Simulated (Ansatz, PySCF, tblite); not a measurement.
Scan of H3P (cation, charge +1), doublet: umbrella (inversion) coordinate, bond length relaxed. Scanned: angle between the P-H bonds and the threefold axis (90 = planar). Other coordinates (P-H bond length) were minimised at PBE0/def2-TZVP.

Methods: UKS-B3LYP/6-31G* = unrestricted B3LYP/6-31G*, spherical d (PySCF); GFN2-xTB, 300 K electronic temperature (tblite); UKS-BLYP/cc-pVDZ = unrestricted BLYP/cc-pVDZ (Ansatz, a first-principles code).

Energies in kcal/mol, each method relative to its own lowest point.

```csv
a / °,UKS-B3LYP/6-31G*,GFN2-xTB,UKS-BLYP/cc-pVDZ
92.60,2.9,1.8,2.4
95.86,2.2,1.3,1.8
98.56,___,___,1.1
102,___,0.2,___
105.37,0.0,0.0,0.0
107.73,0.2,___,0.2
110.62,1.1,1.3,1.2
113.75,3.2,3.2,3.2
117.60,7.6,7.1,7.4
120.19,11.9,10.8,11.4
123.38,18.6,16.6,17.8
125.74,24.8,22.0,23.5
128.82,34.4,30.5,32.3
132,46.5,39.6,43.3
```

Question: Some entries are withheld; supply them.

Answer: 
- 98.56, UKS-B3LYP/6-31G*: 1.4
- 98.56, GFN2-xTB: 0.7
- 102, UKS-B3LYP/6-31G*: 0.5
- 102, UKS-BLYP/cc-pVDZ: 0.3
- 107.73, GFN2-xTB: 0.3

The scan ran from 90.0 to 132.0; beyond the range shown the relaxed coordinates jump or full CI changes its symmetry label.
